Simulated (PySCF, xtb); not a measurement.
hypoboric acid (B₂H₄O₄), SMILES OB(O)B(O)O. Atoms are numbered in the order given.

```xyz
10

B     -0.0656     0.8451     0.0000
O     -1.2276     1.5580     0.0000
O      1.1781     1.4369     0.0000
B     -0.0403    -0.8771     0.0000
O      1.1661    -1.5283     0.0000
O     -1.1742    -1.6286     0.0000
H     -1.1278     2.5200     0.0000
H      1.1903     2.4041     0.0000
H      1.8951    -0.8938     0.0000
H     -0.9676    -2.5751     0.0000
```
Charge 0, spin multiplicity 1.

Geometry: B3LYP-D3(BJ)/def2-SVP. The values are those of a single conformer.

Level of theory: IEF-PCM-B3LYP/def2-SVP run with PySCF 2.14.0.

The values are the electrostatic part of the solvation free energy, E(continuum) − E(gas) at the gas-phase geometry, in a cavity of scaled van der Waals radii (PySCF's table); cavitation and dispersion terms are not included. In vacuum the orbital gap is 7.68 eV. The dipole moment in vacuum is 3.19 D.

Computed values in water (ε = 78.36), diethylether (ε = 4.24), ethylethanoate (ε = 5.99):
```
solvent             ε  ΔG(elec) (kcal/mol)  dipole (D)  gap (eV)
--------------  -----  -------------------  ----------  --------
water           78.36                -12.5        3.93      7.68
diethylether     4.24                 -8.3        3.68      7.68
ethylethanoate   5.99                 -9.4        3.75      7.68
```

For comparison, GFN2-xTB/ALPB(water) (xtb, at the GFN2-xTB geometry, all terms of that model) gives -14.8 kcal/mol.
